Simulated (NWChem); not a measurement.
C₂H₆BF; SMILES CB(C)F

Results from NWChem. The geometry was optimised at B3LYP/6-31G* (spherical d). Ions are spin-unrestricted doublets at the neutral geometry; other ion states weren't tried. Functional: LC-ωPBE (HJS hole) with def2-SVP; rows give the range parameter ω in 1/bohr.

For range parameter (1/bohr) 0.40:

| Quantity | Result |
|---|---|
| −ε(HOMO) (eV) | 11.44 |

**Question.** How do the values read with range parameter (1/bohr) 0.35 instead?

**Answer.** The −ε(HOMO) (eV) is 11.12.
